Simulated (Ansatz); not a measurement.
```yaml
crystal:
  periodic: [false, false, false]
  atoms:
    - {symbol: N, position_ang: [-0.010857, -2.048141, -1.041390]}
    - {symbol: Ga, position_ang: [-1.510258, -0.865127, -0.962984]}
    - {symbol: Ga, position_ang: [-0.001286, -1.734490, 0.973633]}
    - {symbol: N, position_ang: [-1.770387, -1.015396, 1.054001]}
    - {symbol: N, position_ang: [-1.772756, 1.026547, -1.039014]}
    - {symbol: Ga, position_ang: [-1.496319, 0.874559, 0.975458]}
    - {symbol: Ga, position_ang: [1.496725, -0.874784, -0.975602]}
    - {symbol: N, position_ang: [1.773112, -1.026759, 1.039219]}
    - {symbol: N, position_ang: [1.769986, 1.015163, -1.053834]}
    - {symbol: Ga, position_ang: [0.001281, 1.734893, -0.973840]}
    - {symbol: Ga, position_ang: [1.509884, 0.864938, 0.962807]}
    - {symbol: N, position_ang: [0.010865, 2.048606, 1.041546]}
basis:
  gaussian: {orbitals: def2-TZVP}
magnetization: {spin_polarized: true, initial_magnetization: 2}
hamiltonian: {xc: pbe0, dispersion: d4}
scf: {omitted_lower_state_checks: [starts]}
output: {orbitals: {seedname: orbitals}}
```

```sh
$ ansatz run in.yaml --threads 4 --pin off --events-out ev --progress --plain --max-ram 6963MiB
```

(1) Does this run fit into the memory that it is given?

Results:

(1) No. It has 474 basis functions, and Ansatz plans for 10 GiB where 7 GiB are given.
